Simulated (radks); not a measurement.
Problem. Isoelectronic series with 24 electrons, all held in the configuration [Ar] 3d5 4s1, which need not be the ground one along the series. All-electron calculation, scalar-relativistic Kohn-Sham, r2SCAN, spin-polarised, spherical densities, finite nucleus; open shells are filled with parallel spins first (spin-orbit coupling, left out, can overturn this in heavy ions); meta-GGA in the generalised Kohn-Sham scheme; Fermi nuclear charge, rms radius of each element as measured or else 0.836 A^(1/3) + 0.57 fm. Program: a radial shooting solver on a logarithmic mesh with Libxc functionals. Total energies (hartree) and mean radii <r> (bohr):

| ion | E (hartree) | 3d up | 4s up |
|---|---|---|---|
| Cr | -1050.95919 | 1.461 | 3.283 |
| Co3+ | -1390.93757 | 0.8820 | 2.090 |
| Zn6+ | -1782.96647 | 0.6749 | 1.588 |
| As9+ | -2227.23830 | 0.5546 | 1.295 |
| Mo18+ | -3878.80756 | 0.3680 | 0.8452 |
| Rh21+ | -4537.90894 | 0.3316 | 0.7582 |
| Cd24+ | -5252.70505 | 0.3019 | 0.6874 |
| Sb27+ | -6024.19269 | 0.2771 | 0.6283 |
| Xe30+ | -6853.46816 | 0.2561 | 0.5784 |
| La33+ | -7741.7550 | 0.2381 | 0.5354 |
| Nd36+ | -8690.3970 | 0.2224 | 0.4981 |
| Eu39+ | -9700.8401 | 0.2087 | 0.4653 |
| Dy42+ | -10774.7649 | 0.1965 | 0.4362 |
| Tm45+ | -11914.0103 | 0.1856 | 0.4102 |
| Hf48+ | -13120.4783 | 0.1759 | 0.3868 |
| Re51+ | -14396.5042 | 0.1671 | 0.3656 |

Estimate the row of Kr12+.

Solution. E (hartree) -2724.22057; 3d up 0.4732; 4s up 1.098.
